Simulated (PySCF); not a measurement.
CH8FNSi2. Atoms are numbered in the order given.

```xyz
13

C      1.9873     0.6430    -1.5505
Si     0.6807    -0.6364    -1.0652
Si    -0.3878     0.0467     0.9034
N     -1.1923     1.5304     0.5632
F     -1.4002    -1.1540     1.3887
H      2.4521     0.3949    -2.5175
H      1.5270     1.6404    -1.6292
H      2.7830     0.6961    -0.7905
H      1.2972    -1.9870    -0.8997
H     -0.3568    -0.7375    -2.1402
H      0.5150     0.3024     2.0598
H     -1.5212     2.1363     1.3098
H     -1.7729     1.6264    -0.2647
```

The structure is a stationary point at B3LYP-D3(BJ)/def2-SVP. The structure was generated by enumeration; whether it is a known compound was not checked. One conformer was computed; it need not be the lowest.

All values below come from SMD-M06-2X/def2-SVP (PySCF).

Solvation free energies are E(SMD) − E(gas) at the gas-phase geometry, for 1 M in both phases. In vacuum the dipole moment is 2.33 D.

Computed solvation free energies in water, chloroform, 1-octanol:
| solvent | ΔG(solv) (kcal/mol) | its non-electrostatic (CDS) part | dipole (D) |
|---|---|---|---|
| water | -0.5 | 5.2 | 2.94 |
| chloroform | -3.6 | 0.4 | 2.76 |
| 1-octanol | -3.5 | 1.4 | 2.86 |
